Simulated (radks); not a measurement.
Question: Coulomb parameter of the 4f shell of the ytterbium ion Yb+ in the model configuration [Xe] 4f13.5 6s1.5, as a second difference U = [E(n + 0.5) + E(n - 0.5) - 2 E(n)] / (0.5)^2 with all orbitals relaxed. "Bare": the charge of the atom changes with n. "Screened": the 6s shell takes up the change at fixed total charge, which measures U(4f,4f) + U(6s,6s) - 2 U(4f,6s). Calculated with a radial shooting solver on a logarithmic mesh with Libxc functionals: scalar-relativistic Kohn-Sham, PBE, spin-unpolarised, spherical densities, finite nucleus; Fermi nuclear charge, rms radius 5.3108 fm. Estimate both.

Answer: U(bare) = 16.337 eV, U(screened by 6s) = 7.086 eV, against the Slater integral F0(4f,4f) = 33.855 eV with frozen orbitals.
